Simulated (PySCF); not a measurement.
# AsF: from constants to spectrum

B97-3 constants of AsF, ³Σ⁻ (triplet), unpaired electrons π ↑↑ (PySCF, no relativity, basis sets As aug-pcseg-1, F aug-pcseg-1; masses 74.9216 and 18.9984 u):

```
ωe           : 657.2 cm⁻¹
ωexe         : 2.83 cm⁻¹
Be           : 0.34597 cm⁻¹
αe           : 0.00220 cm⁻¹
De to As + F : 4.11 eV
```

Q: What force constant and bond length do these constants imply?

A: Reduced mass μred = 15.155 u; k = 5.8918×10⁻⁷·μred·ωe² (u, cm⁻¹, mdyn/Å) = 3.86 mdyn/Å; Re = √(16.8576/(μred·Be)) (u, cm⁻¹, Å) = 1.793 Å.

Q: Estimate the centrifugal constant D from the Kratzer relation and find the Dunham coefficient a1.

A: D = 4Be³/ωe² = 3.84e-07 cm⁻¹; a1 = −1 − αeωe/(6Be²) = -3.01.

Spin–orbit coupling is left out. The state was picked by a PBE0 search and need not be the measured ground state.
